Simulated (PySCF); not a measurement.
C₆H₉F.
Structure used (PBE0-D3(BJ)/def2-SVP), in Å, numbered top down from 1:
```
atom  x, y, z in Å
C1    -1.7267   -1.6657   -0.1324
C2    -0.5282   -1.1119    0.1080
C3    -0.1618    0.2827   -0.1224
C4     1.0662    0.7846    0.1173
C5     2.2657    0.0708    0.6361
C6    -1.2401    1.1860   -0.6554
F7    -0.8025    2.4715   -0.8290
H8    -2.5689   -1.1003   -0.5403
H9    -1.9073   -2.7230    0.0748
H10    0.2575   -1.7537    0.5166
H11    1.2022    1.8487   -0.1006
H12    3.0816    0.0998   -0.1062
H13    2.6541    0.5737    1.5373
H14    2.0814   -0.9812    0.8900
H15   -2.0993    1.2002    0.0396
H16   -1.6057    0.8082   -1.6276
```

Level: PBE0/pcSseg-1 in PySCF, non-relativistic, on one gas-phase PBE0-D3(BJ)/def2-SVP geometry that isn't relaxed in the solvent. The solvent is an IEF-PCM continuum (Bondi radii, 1.10 Å for H, scaled by 1.2). Only the electrostatic response of the medium enters.

| run | E − E(gas) (kcal/mol) | HOMO (eV) | HOMO–LUMO gap (eV) | dipole (D) |
| --- | --- | --- | --- | --- |
| gas | 0.00 | -6.64 | 5.76 | 1.43 |
| P | -2.62 | -6.58 | 5.76 | 1.67 |
| Q | -3.63 | -6.59 | 5.77 | 1.76 |

The runs were made in chloroform and methanol. Which run belongs to which solvent?

P = chloroform, Q = methanol. The dielectric constants are 4.711 (chloroform), 32.61 (methanol), and the energy falls further as ε rises. In this model the ground state sees the solvent through ε alone.

How constant is the ratio of the lowering to (ε − 1)/(2ε + 1)?

```tsv
solvent	(ε − 1)/(2ε + 1)	E − E(gas) (kcal/mol)	ratio (kcal/mol)	polarisation term (kcal/mol)
chloroform	0.356	-2.62	-7.4	-2.82
methanol	0.477	-3.63	-7.6	-4.03
```

The ratio changes by +3.4 % in size from chloroform to methanol. The polarisation term is half the interaction of the solute with the induced surface charges.

Time: 34 s wall; peak memory 0.92 GiB. Hardware: one thread of an Arm Neoverse N1, shared host. This is the whole shielding run at PBE0/pcSseg-1 in methanol, SCF included.
